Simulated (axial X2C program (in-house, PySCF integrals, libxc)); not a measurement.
**Which molecule has these constants?**

Calculated with an in-house all-electron X2C program for linear molecules (integrals from PySCF), spin-free (one-electron X2C) or two-component (2c: spin–orbit coupling with atomic mean-field Coulomb and Gaunt terms, which also bring small scalar terms), in Dyall basis sets with cores contracted in-house; open shells are unrestricted.

A two-component PBE0 calculation in a Dyall 3-zeta basis gave Re = 2.344 Å, ωe = 298.7 cm⁻¹, De = 1.42 eV, dipole magnitude 1.15 D, Ω = 0.

**Question.** Which molecule is it?
A. SrPd
B. MgPd
C. BePd

**Answer.** B. The others have BePd 1.911 Å and 633.5 cm⁻¹ (Ω = 0); SrPd 2.463 Å and 192.2 cm⁻¹ (Ω = 0).

Each entry is the lowest single determinant of a limited PBE0 search at one distance. De goes to single-determinant-based atoms at the same level (for ions the charge split of lowest energy) and is withheld (n/a) where an atom does not fit its ground term or J level. Main or longest-lived isotopes.
